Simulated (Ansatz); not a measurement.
Start from `N[SiH](N)N` and change one atom or group to get `N[SiH](N)O`.

Ansatz, PBE0-D4/def2-TZVP geometries, multiplicity 1. Each molecule was computed in one conformer, which needn't be the lowest.

```csv
property,`N[SiH](N)N`
HOMO energy (B3LYP/def2-TZVPP) / eV,-6.61
HOMO energy (ωB97M-V/def2-TZVPP) / eV,-9.25
size of the dipole moment (B3LYP/def2-TZVPP) / D,1.10
LUMO energy (PBE/def2-TZVPP) / eV,0.28
LUMO energy (PBE0/def2-TZVPP) / eV,1.09
size of the dipole moment (ωB97M-V/def2-TZVPP) / D,1.12
```

Q: What does the change do to each property? (Estimate.)

A: Ansatz gave: 
```csv
property,`N[SiH](N)O`,shift
HOMO energy (B3LYP/def2-TZVPP) / eV,-7.17,-0.56
HOMO energy (ωB97M-V/def2-TZVPP) / eV,-9.83,-0.58
size of the dipole moment (B3LYP/def2-TZVPP) / D,1.95,0.85
LUMO energy (PBE/def2-TZVPP) / eV,0.07,-0.21
LUMO energy (PBE0/def2-TZVPP) / eV,0.91,-0.18
size of the dipole moment (ωB97M-V/def2-TZVPP) / D,1.97,0.85
```

With PBE0 the HOMO falls by 0.56 eV and the LUMO falls by 0.18 eV, so the gap widens by about 0.38 eV. PBE moves the HOMO by -0.53 eV and ωB97M-V by -0.58 eV. The zero-point energy changes by -31.2 kJ/mol with -3 modes. Dipoles are sizes alone; their direction can turn.

B3LYP here is the variant with VWN-RPA as its local correlation; programs differ in this.
